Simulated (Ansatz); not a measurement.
Reaction (redistribution): `[BH2][GeH2][O][SiH2]F` + `CNP` → `F[SiH2]NP` + `[BH2][GeH2][O]C`

Isolated molecules relaxed with PBE0-D4/def2-TZVP in Ansatz; ΔE leaves out vibrations. CCSD(T)/CBS is the MP2 limit (def2-TZVPP, def2-QZVPP) plus CCSD(T) − MP2 in def2-TZVPP, frozen cores. Functionals use def2-TZVPP. For Ge outer-core shells are correlated without core-valence functions, which leaves a few kJ/mol of doubt a bond. Scalar relativity is left out up to krypton. Each species was taken in one conformer, which may not be the lowest.

CCSD(T)/CBS gives +0.69 eV.

**Question.** Another level gave +0.67 eV. Which?
A. PBE/def2-TZVPP
B. PBE0/def2-TZVPP
C. SCS-MP2/def2-TZVPP
D. HF/def2-TZVPP

**Answer.** B. PBE0 0.67, SCS-MP2/def2-TZVPP 0.72, HF/def2-TZVPP 0.80, PBE 0.62 eV.

Largest T1 diagnostic among the species: 0.012.

In def2-TZVPP, CCSD(T) changes the Hartree–Fock value by −0.11 eV (the triples alone add −0.02 eV) and MP2 by −0.09 eV. From PBE to PBE0 (25 % exact exchange), in def2-TZVPP and without D4, ΔE moves by +0.05 eV.
